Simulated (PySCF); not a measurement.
A side-by-side comparison of computed properties.

First species: C5H11NO.
Structure used (GFN2-xTB), in Å, numbered top down from 1:
```
atom  x, y, z in Å
C1    -1.9249    0.9021   -0.5980
C2    -1.8120   -0.3222    0.3014
C3    -0.6143   -1.1966   -0.0744
N4     0.6412   -0.5075    0.1113
C5     1.4736   -0.1969   -0.9101
C6     2.6962    0.5868   -0.4721
O7     1.2638   -0.5271   -2.0564
H8    -2.7867    1.5039   -0.3194
H9    -1.0336    1.5203   -0.5188
H10   -2.0333    0.5987   -1.6362
H11   -2.7173   -0.9255    0.2180
H12   -1.7165   -0.0075    1.3442
H13   -0.6184   -2.1124    0.5282
H14   -0.6599   -1.4671   -1.1316
H15    0.8507   -0.1745    1.0390
H16    3.3208    0.7863   -1.3374
H17    2.3961    1.5305   -0.0215
H18    3.2658    0.0150    0.2573
```

Second species: C4H14SSi3.
SMILES: `C/C=C\C[SiH2]S[SiH2][SiH3]`

Levels: PBE0/pcSseg-1 for dipole moment, HOMO energy, LUMO energy and HOMO–LUMO gap; GFN2-xTB for rotational constant A and rotational constant C. Geometries: GFN2-xTB. Each structure is a single optimised conformer of the isolated species, non-relativistic unless stated. Electronic properties by PySCF.

Dipoles, sizes and rotational constants follow the conformer. The torsions of the flexible species, by atom-mapped SMILES:
- `[CH3:1][CH2:2][CH2:3][NH:4][C:5]([CH3:6])=[O:7]`: C1–C2–C3–N4 64°, C2–C3–N4–C5 -115°, C3–N4–C5–C6 177°
- `[CH3:1]/[CH:2]=[CH:3]\[CH2:4][SiH2:5][S:6][SiH2:7][SiH3:8]`: C2–C3–C4–Si5 93°, C3–C4–Si5–S6 -177°, C4–Si5–S6–Si7 180°, Si5–S6–Si7–Si8 177°

(1) Which has the higher HOMO energy?

(2) Which has the higher HOMO–LUMO gap?

(3) Which has the higher rotational constant C?

(4) Which has the higher dipole moment?

(5) Which of the two has the higher rotational constant A, and by how much?

(6) Which of the two has the higher LUMO energy, and by how much?

Results:

(1) The second: -6.93 eV against -7.20 eV, a difference of 0.27 eV.

(2) The first: 8.10 eV against 6.26 eV, a difference of 1.84 eV.

(3) The first: 1.453 GHz against 0.297 GHz, a difference of 1.156 GHz.

(4) The first: 3.76 D against 0.98 D, a difference of 2.78 D.

(5) The first: 4.666 GHz against 3.354 GHz, a difference of 1.312 GHz.

(6) The first: 0.90 eV against -0.67 eV, a difference of 1.57 eV.

On the first: The dipole matches unit charges of opposite sign 0.78 Å apart (1 e·Å = 4.8032 D).

On the second: In atomic units the dipole is 0.38 e·bohr (1 au = 2.5417 D). GFN2-xTB frequencies show an imaginary mode (41i cm⁻¹), so this geometry is no minimum at that level.
